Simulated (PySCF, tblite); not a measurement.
Compound: CH6NPSi2.
SMILES: `[SiH3]N([SiH3])C#P`

Level of theory: CAM-B3LYP/def2-SVPD in PySCF (dipole) on a GFN2-xTB geometry, gas phase.

Take the most abundant isotopes and a rigid rotor. 

Q: What are A, B and C (MHz)?

A: Ia = 172.69, Ib = 297.39, Ic = 458.34 u·Å²; 505379 MHz·u·Å²/I gives A = 2927, B = 1699, C = 1103 MHz.

Q: What kind of rotor is it?

A: An asymmetric top. Ray's parameter κ = (2B − A − C)/(A − C) = -0.346; −1 is the prolate and +1 the oblate limit.

Q: What does the inertial defect say?

A: Not planar: Δ = Ic − Ia − Ib = -11.74 u·Å². For a rigid frame Δ = −2 Σ m c², so Σ m c² = 5.87 u·Å² lies off the ab plane, practically all of it from hydrogen. The atom farthest from that plane is 1.24 Å away.

Q: Give the other two planar moments, Paa and Pbb, and the rms extents of the mass along the axes.

A: Paa = Σ m a² = (Ib + Ic − Ia)/2 = 291.52 and Pbb = Σ m b² = (Ia + Ic − Ib)/2 = 166.82 u·Å². With the mass M = 118.98 u, the rms extents √(P/M) along a, b and c are 1.57, 1.18, 0.22 Å.

Q: Give the coordinates in the principal-axis frame, origin at the centre of mass.

A: The sense of each axis is arbitrary; atoms in the order of the calculation.
```json
{"atom": "Si1", "mass (u)": "27.977", "a (Å)": "-1.237", "b (Å)": "1.591", "c (Å)": "0.002"}
{"atom": "N2", "mass (u)": "14.003", "a (Å)": "-0.484", "b (Å)": "0.000", "c (Å)": "-0.012"}
{"atom": "Si3", "mass (u)": "27.977", "a (Å)": "-1.228", "b (Å)": "-1.596", "c (Å)": "0.002"}
{"atom": "C4", "mass (u)": "12.000", "a (Å)": "0.839", "b (Å)": "0.003", "c (Å)": "-0.004"}
{"atom": "P5", "mass (u)": "30.974", "a (Å)": "2.397", "b (Å)": "0.004", "c (Å)": "0.002"}
{"atom": "H6", "mass (u)": "1.008", "a (Å)": "-2.666", "b (Å)": "1.312", "c (Å)": "-0.064"}
{"atom": "H7", "mass (u)": "1.008", "a (Å)": "-0.745", "b (Å)": "2.320", "c (Å)": "-1.166"}
{"atom": "H8", "mass (u)": "1.008", "a (Å)": "-0.851", "b (Å)": "2.262", "c (Å)": "1.244"}
{"atom": "H9", "mass (u)": "1.008", "a (Å)": "-2.660", "b (Å)": "-1.327", "c (Å)": "-0.051"}
{"atom": "H10", "mass (u)": "1.008", "a (Å)": "-0.826", "b (Å)": "-2.265", "c (Å)": "1.239"}
{"atom": "H11", "mass (u)": "1.008", "a (Å)": "-0.741", "b (Å)": "-2.319", "c (Å)": "-1.172"}
```

Q: Which types of transition are allowed, and where do some lines up to J = 4 fall?

A: The dipole components are |μa| = 2.53 D, |μb| = 0.01 D, |μc| = 0.00 D. The squared components, which scale the intensities, stand as 1.00 : 0.00 : 0.00 (a : b : c). Some lines, for components of 0.1 D or more:

```
type  branch         J(Ka,Kc)    MHz  lower level (cm⁻¹)
   a       Q  3(2,1) ← 3(2,2)    777               0.764
   a       Q  2(1,1) ← 2(1,2)   1790               0.301
   a       R  2(0,2) ← 1(0,1)   5434               0.093
   a       Q  4(1,3) ← 4(1,4)   5755               0.874
   a       R  2(1,1) ← 1(1,0)   6201               0.154
   a       R  3(1,3) ← 2(1,2)   7416               0.301
   a       R  3(1,2) ← 2(1,1)   9175               0.361
   a       R  4(1,4) ← 3(1,3)   9749               0.549
   a       R  4(3,2) ← 3(3,1)  11474               1.022
   a       R  4(3,1) ← 3(3,0)  11654               1.023
   a       R  4(1,3) ← 3(1,2)  11956               0.667
   a       R  4(2,2) ← 3(2,1)  12292               0.790
```

Its GFN2-xTB frequencies are all real (lowest 22 cm⁻¹). Constants of a rigid frame at the computed geometry: no zero-point averaging, no centrifugal distortion. A rigid rotor knows nothing of internal rotation, which can split or shift real lines. Quadrupole hyperfine structure (14N) is left out.
